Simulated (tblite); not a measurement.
Compound: C₆H₈NP.
SMILES with atom numbers: `[CH3:1][c:2]1[cH:3][cH:4][p:5][c:6]([CH3:7])[n:8]1` (hydrogens: H9, H10, H11 on C1; H12 on C3; H13 on C4; H14, H15, H16 on C7)

The geometry is computed with GFN2-xTB (gas phase).

(1) Give the optimised bond lengths and angles.

Results:

(1) 
| bond | length (bohr) | order |
| --- | --- | --- |
| C1–C2 | 2.830 | single |
| C2–C3 | 2.632 | aromatic |
| C3–C4 | 2.604 | aromatic |
| C4–P5 | 3.278 | aromatic |
| P5–C6 | 3.332 | aromatic |
| C6–C7 | 2.837 | single |
| C6–N8 | 2.475 | aromatic |
| C2–N8 | 2.504 | aromatic |
| C1–H9, C1–H10, C1–H11 | 2.056 | single |
| C3–H12 | 2.045 | single |
| C4–H13 | 2.049 | single |
| C7–H14, C7–H15, C7–H16 | 2.057 | single |

Bonds in one row agree within 0.02 bohr and their mean is given. Orders are formal, as drawn. A selection of angles:
| angle | degrees |
| --- | --- |
| C1–C2–C3 | 120.3 |
| C1–C2–N8 | 115.8 |
| C3–C2–N8 | 123.9 |
| C2–C3–C4 | 122.5 |
| C3–C4–P5 | 124.7 |
| C4–P5–C6 | 98.1 |
| P5–C6–C7 | 117.3 |
| P5–C6–N8 | 126.8 |
| C7–C6–N8 | 115.8 |
| C2–N8–C6 | 124.0 |

N8 (pyridine-type nitrogen) is bent (angle 124.0°). The 8 heavy atoms lie in one plane (0.002 Å rms). The 2 C–P bonds span 1.735 Å (C4–P5, aromatic) to 1.763 Å (P5–C6, aromatic), a spread of 0.028 Å. The 4 C–C bonds span 1.378 Å (C3–C4, aromatic) to 1.501 Å (C6–C7, drawn single), a spread of 0.123 Å. P5 (phosphorus bonded to 2 C) is bent (angle 98.1°). The 6-membered ring C2–C3–C4–P5–C6–N8 has internal angles of 98.1° to 126.8°; it is planar, 0.00 Å rms from its mean plane, widest ring torsion 0°.

Point group: near Cs, missed by 0.24 Å at most; the miss may be what the optimiser left on a soft mode. Its lowest GFN2-xTB frequency is 10 cm⁻¹, too small to tell a flat minimum from a shallow saddle.
